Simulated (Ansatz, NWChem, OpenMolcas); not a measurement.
**A ladder of methods for WO3 (tungsten trioxide)**

WO3: 4 atoms, total charge 0, spin state singlet. As SMILES, `[O]=[W](=[O])=[O]`. Geometry: relaxed at PBE0-D4/def2-TZVP.

Each level gives the HOMO–LUMO gap (eV). The values are calculated.

| level | kind | program | value (eV) |
| --- | --- | --- | --- |
| HF/def2-SVPD (core potential) | Hartree–Fock | Ansatz | 10.71 |
| SVWN5/def2-SVPD (core potential) | LDA | OpenMolcas | 1.90 |
| BLYP/def2-SVPD (core potential) | GGA | OpenMolcas | 1.78 |
| revPBE/def2-SVPD (core potential) | GGA | OpenMolcas | 1.97 |
| B3LYP/def2-SVPD (core potential) | global hybrid | NWChem | 3.58 |
| M06-2X/def2-SVPD (core potential) | hybrid meta-GGA | OpenMolcas | 6.40 |
| CAM-B3LYP/def2-SVPD (core potential) | range-separated hybrid | Ansatz | 6.39 |
| B2PLYP/def2-SVPD (core potential) | double hybrid | OpenMolcas | 6.51 |

The values span 1.78 to 10.71 eV. Orbital gaps aren't excitation energies, and those of double hybrids come from the SCF part alone; they tend to grow with the share of exact exchange.
